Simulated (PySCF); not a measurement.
# Ionisation energy of Ge²⁺ by level of theory

Ge²⁺ [Ar] 3d10 4s2 (1S) → Ge³⁺ [Ar] 3d10 4s1 (2S), as a difference of total energies. Calculation: PySCF 2.14, in cc-pVTZ-PP with ECP10MDF (5s4p3d1f, 39 functions); a scalar-relativistic core potential. Correlated levels: valence: 3s2 3p6 3d10 frozen. The calculations carry no spin-orbit coupling.

Question: Order these methods by the ionisation energy they give, lowest first.
A. PBE
B. CCSD (valence)
C. MN15
D. UHF

Answer: D (32.194 eV), B (33.280 eV), C (33.458 eV), A (34.301 eV).

Errors of the correlated levels include the incompleteness of this basis and the frozen core.

With two correlated electrons CCSD is exact in that space.

For comparison: 34.058 eV (measured; NIST Atomic Spectra Database, ionization energies).
